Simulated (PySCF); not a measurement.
Bonds broken one at a time in the series Ga Cl-Br. Isolated molecules, 0 K electronic values unless said otherwise. Strings in code marks are SMILES.

Computed with M06-2X/def2-TZVP // PBE0-D3(BJ)/def2-TZVP (PySCF). 

| species | dipole moment (D) |
|---|---|
| whole molecule (`[Cl][Ga]([Cl])[Cl]`) | 0.00 |
| radical fragment (`[Cl][Ga][Cl]`) | 1.86 |
| whole molecule (`[Cl][Ga]([Cl])[Br]`) | 0.34 |
| radical fragment (`[Cl][Ga][Br]`) | (withheld) |
| whole molecule (`[Cl][Ga]([Br])[Br]`) | 0.32 |
| radical fragment (`[Ga]([Br])[Br]`) | 1.64 |
| whole molecule (`[Br][Ga]([Br])[Br]`) | 0.00 |

Fill in the missing entries.


- radical fragment (`[Cl][Ga][Br]`), dipole moment (D): 1.75
